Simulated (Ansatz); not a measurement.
Molecule (SMILES): F[Si]F (closed-shell singlet).
Atoms: Si1, F2, F3. Bonds: Si1-F2, Si1-F3.

How fast the highest harmonic wavenumber converges with the basis for several methods (Ansatz, a quantum-chemistry and plane-wave program): deviation from each method's own reference, in cm⁻¹. References: B3LYP 845 cm⁻¹, the value in aug-pcseg-2; CCSD(T) 865 cm⁻¹, the value in aug-cc-pV(T+d)Z; HF 928 cm⁻¹, the value in aug-pcseg-2; MP2 857 cm⁻¹, the value in aug-cc-pV(T+d)Z; PBE 817 cm⁻¹, the value in aug-pcseg-2. Cartesian d functions, on some or all atoms, in 6-311+G**; all else is spherical. In correlated methods cores are frozen. A restricted Hartree-Fock determinant is unstable towards unrestricted orbitals. No added dispersion term, no relativity. Each level at its own minimum, unscaled; the references are large sets that could be run, not limits.

```tsv
basis	functions	B3LYP	CCSD(T)	HF	MP2	PBE
cc-pV(D+d)Z	51	0	-6	-45	5	6
6-311+G**	75	-30	-21	-37	-17	-29
pcseg-2	94	6	23	6	22	7
def2-TZVP	99	6	22	3	21	7
6-311++G(3df,3pd)	125	-14	-11	-21	-10	-13
jun-cc-pV(T+d)Z	126	-8	-3	-12	-3	-8
def2-TZVPPD	128	0	10	-1	10	0
cc-pCVTZ	145	7	21	-3	21	8
```

Mean absolute deviation over 6-311+G**, pcseg-2, def2-TZVP, 6-311++G(3df,3pd), jun-cc-pV(T+d)Z, def2-TZVPPD, cc-pCVTZ: B3LYP 10, PBE 10, HF 12, MP2 15, CCSD(T) 16 cm⁻¹.
